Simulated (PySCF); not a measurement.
Al(Cl)(Me)(SiH3) (CH₆AlClSi), SMILES [CH3][Al]([SiH3])[Cl].

The structure is a stationary point at PBE0-D3(BJ)/def2-SVP. The structure was generated by enumeration; whether it is a known compound was not checked.

Computed with HF/def2-TZVP (PySCF).

Isolated molecule, no solvent.

Computed frontier levels, gap, dipole moment and polarisability:
* **highest occupied level**: -10.16 eV
* **lowest empty level**: 1.20 eV
* **orbital gap**: 11.36 eV
* **dipole moment**: 1.91 D
* **quadrupole, principal values (traceless, Buckingham form, about the centre of nuclear charge)**: -6.94, -0.77, 7.71 D·Å
* **mean static polarisability**: 75.4 bohr³ (11.17 Å³)
* **polarisability, principal values**: 62.1, 78.1, 85.8 bohr³
